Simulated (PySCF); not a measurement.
How methods differ on the interval between two levels of Al

Al [Ne] 3s2 3p1 [2P3/2, M_J = 3/2] → Al [Ne] 3s1 3p1 4s1 [4P5/2, M_J = 5/2], as a difference of total energies. All numbers are calculated (PySCF 2.14, the two-component X2C-1e Hamiltonian, in x2c-SVPall-2c with one added diffuse shell each of s, p type (5s5p1d, 25 functions)). Correlated levels: [Ne] frozen. "Screened" scales the spin-orbit matrix elements by Boettger's factors to mimic the two-electron term; Breit and QED terms are absent.

```json
{"method": "GHF (spin-free)", "interval between two levels (cm⁻¹)": "51507"}
{"method": "GMP2 (spin-free)", "interval between two levels (cm⁻¹)": "57148"}
{"method": "GHF (screened spin-orbit)", "interval between two levels (cm⁻¹)": "51530"}
{"method": "GMP2 (screened spin-orbit)", "interval between two levels (cm⁻¹)": "57170"}
```

The labels give the starting determinants; with spin-orbit coupling the two ends relaxed to ⟨J²⟩ = 3.76, ⟨L²⟩ = 2.01, ⟨S²⟩ = 0.75 and ⟨J²⟩ = 8.75, ⟨L²⟩ = 2.00, ⟨S²⟩ = 3.75.

The promoted electron is Rydberg-like, and one or two diffuse shells describe it only roughly, which tends to raise the upper state.
